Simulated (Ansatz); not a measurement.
Mulliken charges of `NB[SiH2]Cl` from B3LYP/def2-TZVPP in Ansatz (PBE0-D4/def2-TZVP geometry).

| atom | x (Å) | y (Å) | z (Å) | charge (e) |
| --- | --- | --- | --- | --- |
| N1 | 0.343 | 1.620 | -0.106 | -0.226 |
| B2 | -0.450 | 0.578 | 0.345 | 0.010 |
| Si3 | 0.098 | -1.331 | 0.011 | 0.303 |
| Cl4 | -1.376 | -2.269 | -1.105 | -0.275 |
| H5 | 0.105 | 2.590 | 0.031 | 0.170 |
| H6 | 1.204 | 1.489 | -0.611 | 0.165 |
| H7 | -1.462 | 0.846 | 0.927 | 0.019 |
| H8 | 0.262 | -2.123 | 1.259 | -0.076 |
| H9 | 1.363 | -1.447 | -0.769 | -0.090 |

**Question.** By hand: the dipole of these point charges (1 e Å = 4.8032 D).

**Answer.** Σ q r = (0.372, 0.854, 0.230) e Å, of length 0.959 e Å = 4.61 D.

**Question.** How does the dipole of the full density compare? (Best estimate.)

**Answer.** Computed: (0.381, 0.636, 0.064) e Å, 3.57 D; the point charges give 1.29 times that, at 12° from its direction.

Point charges leave out the atoms' own dipoles, such as those of lone pairs, and Mulliken's split depends on the basis, so the two needn't agree.

B3LYP here is the variant with VWN-RPA as its local correlation; programs differ in this.
